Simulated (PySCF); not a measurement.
Structure problem from calculated spectra and properties.

Formula: C3H6O3S.

| Property | Result |
| --- | --- |
| 1H NMR | chemical shifts (computed TMS as zero) by class: 6.71 (1 H), 6.49 (1 H), 6.46 (1 H), 4.03 (3 H) ppm [GIAO PBE0/pcSseg-1] |
| 13C NMR | chemical shifts (computed TMS as zero) by class: 144.5 (1 C), 136.2 (1 C), 54.6 (1 C) ppm [GIAO PBE0/pcSseg-1] |
| Dipole | 4.41 D [PBE0/pcSseg-1] |
| Rotational structure | rotational constants A, B, C: 3.401, 2.006, 1.725 GHz [GFN2-xTB] |
| NMR, other nuclei | isotropic shieldings of nuclei other than C and H, by class: 131 (2 O), 159 (1 O), 195 (1 S) ppm [GIAO PBE0/pcSseg-1] |

The electronic properties come from PySCF, for the isolated species, density fitting. Levels stand in brackets. Geometry: GFN2-xTB, one conformer, isolated molecule. NMR classes are plain means over equivalent atoms (diastereotopic ones count apart unless rotation or inversion swaps them), as if these changed places fast.

Q: Propose a structure and show how it fits.

A: Numbering: `[CH2:1]=[CH:2][S:3](=[O:4])(=[O:5])[O:6][CH3:7]`. 3 carbons fall into 3 classes; from least to most shielded: alkene CH carbon [C2] (144.5 ppm), terminal =CH2 carbon [C1] (136.2 ppm), methoxy carbon [C7] (54.6 ppm). Hydrogen classes from least to most shielded: 1 H on a terminal =CH2 carbon, C1 (6.71 ppm), 1 H on an alkene CH carbon, C2 (6.49 ppm), 1 H on a terminal =CH2 carbon, C1 (6.46 ppm), 3 H on a methoxy carbon, C7 (4.03 ppm, a mean of values up to 1.1 ppm apart in this geometry). The other shieldings belong to: 131 ppm, sulfonyl oxygen [O4/O5]; 159 ppm, oxygen bonded to C and S [O6]; 195 ppm, sulfonyl sulfur [S3]. The optimised geometry has point group C1 and is an asymmetric top. Structure: `C(=C)S(=O)(OC)=O`. The assignments are read from this structure; whether some other isomer fits the data as well wasn't checked.

The values belong to the conformer `[CH2:1]=[CH:2][S:3](=[O:4])(=[O:5])[O:6][CH3:7]`: C1–C2–S3–O4 -144°, C2–S3–O6–C7 86°.
